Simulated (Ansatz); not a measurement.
One geometry of SiBrH3 (SiH3Br), several levels of theory.

```yaml
crystal:
  periodic: [false, false, false]
  atoms:
    - {symbol: Si, position_ang: [-0.001042, 0.001642, -0.165108]}
    - {symbol: Br, position_ang: [0.012928, -0.020689, 2.069699]}
    - {symbol: H, position_ang: [1.411317, 0.011305, -0.643704]}
    - {symbol: H, position_ang: [-0.715816, 1.229498, -0.618188]}
    - {symbol: H, position_ang: [-0.707386, -1.221766, -0.642708]}
basis:
  gaussian: {orbitals: def2-TZVP, initial_orbitals: start.molden}
hamiltonian: {xc: {name: BHLYP}, dispersion: d4}
scf: {omitted_lower_state_checks: [starts]}
output: {orbitals: {seedname: orbitals}}
```

The file start.molden holds the orbitals of an earlier run on this structure, at another level or in another basis.

```sh
$ ansatz run in.yaml --threads 4 --pin off --events-out ev --progress --plain --max-ram 3916MiB
```

Output, abridged:

```
Functional definition: BHLYP
865 factors; their error is unknown
mean field evaluation 1: about -77972.8710 eV, gradient 9.1e0 eV
mean field evaluation 2: about -77972.9264 eV, gradient 9.3e-2 eV
mean field evaluation 4: about -77973.8924 eV, gradient 4.7e-4 eV
mean field -77973.89240537 eV, -2865.4876932949 hartree, gradient 1.1e-5 eV, S^2 0.000000; 0 other end points of the search recorded, 0 dependent functions left out
reference -77973.89255873 eV, -2865.4876989306 hartree; 26, 26 occupied and 77, 77 virtual orbitals, 865 factors
Total energy: -77974.00497876 eV, -2865.4918302906 hartree
Checks for a lower state left out: starts
```

It took 0.6 s on 4 threads of Arm Neoverse V2 on a shared host.

The first input with `gaussian: {orbitals: def2-TZVPP, initial_orbitals: start.molden}`, `correlation: {method: ccsd_t}` and without the key `hamiltonian` (abridged; 4.8 s):

```
Functional definition: HF
mean field -77910.25451299 eV, -2863.1490438851 hartree, gradient 8.9e-7 eV, S^2 0.000000
14 core orbitals not correlated: weight in the atoms' cores, before any rotation towards them, 1.000 or more for the frozen orbitals, at most 0.000 for the correlated occupied ones
second order -11.03679185 eV of doubles, -0.00000000 eV of singles
cycle   1  -11.43995166 eV  change   -4.0e-1 eV  update   6.7e-2
cycle   2  -11.76672416 eV  change   -3.3e-1 eV  update   2.0e-2
cycle   3  -11.78691886 eV  change   -2.0e-2 eV  update   7.2e-3
cycle   4  -11.78063641 eV  change    6.3e-3 eV  update   1.9e-3
cycle   5  -11.78139317 eV  change   -7.6e-4 eV  update   6.3e-4
cycle   6  -11.78115349 eV  change    2.4e-4 eV  update   1.6e-4
cycle   7  -11.78111818 eV  change    3.5e-5 eV  update   4.0e-5
cycle   8  -11.78114290 eV  change   -2.5e-5 eV  update   1.3e-5
perturbative correction -0.37320002 eV, -0.0137148476 hartree
Total energy: -77922.40885590 eV, -2863.5957077487 hartree
Checks for a lower state left out: starts
```

As the first input, with `hamiltonian: {xc: {text: "exchange = 0.50*pbe_x + 0.50*exact_x\ncorrelation = pbe_c"}}` (abridged; 0.55 s):

```
Functional definition: unnamed
mean field -77966.03242993 eV, -2865.1988445249 hartree, gradient 7.0e-6 eV, S^2 0.000000
Total energy: -77966.03244771 eV, -2865.1988451786 hartree
Checks for a lower state left out: starts
```

First input, but with `hamiltonian: {xc: r2scan, dispersion: d4}` (abridged; 0.95 s):

```
Functional definition: r2SCAN
mean field -77972.88375822 eV, -2865.4506261956 hartree, gradient 5.3e-5 eV, S^2 0.000000
Total energy: -77972.90065325 eV, -2865.4512470765 hartree
Checks for a lower state left out: starts
```

The first input with `correlation: {method: mp2}` and without the key `hamiltonian` (abridged; 0.4 s):

```
Functional definition: HF
mean field -77910.23901329 eV, -2863.1484742816 hartree, gradient 9.6e-6 eV, S^2 0.000000
14 core orbitals not correlated: weight in the atoms' cores, before any rotation towards them, 1.000 or more for the frozen orbitals, at most 0.000 for the correlated occupied ones
second order -10.76342449 eV of doubles, -0.00000000 eV of singles
Total energy: -77921.00243777 eV, -2863.5440228357 hartree
Checks for a lower state left out: starts
```

As the first input, with `hamiltonian: {xc: {name: wB97M-V}}` (abridged; 1.6 s):

```
Functional definition: wB97M-V
mean field -77969.29569946 eV, -2865.3187674682 hartree, gradient 7.4e-5 eV, S^2 0.000000
Total energy: -77969.29574034 eV, -2865.3187689708 hartree
Checks for a lower state left out: starts
```

First input, but with `hamiltonian: {xc: {name: BLYP}, dispersion: d4}` (abridged; 0.45 s):

```
Functional definition: BLYP
mean field -77974.49310190 eV, -2865.5097684851 hartree, gradient 7.4e-5 eV, S^2 0.000000
Total energy: -77974.66847014 eV, -2865.5162131492 hartree
Checks for a lower state left out: starts
```

Geometry: PBE-D4/def2-TZVP.

Correlated methods freeze 14 core orbitals; core or outer-core shells of Br are correlated, in sets that lack core-valence functions.
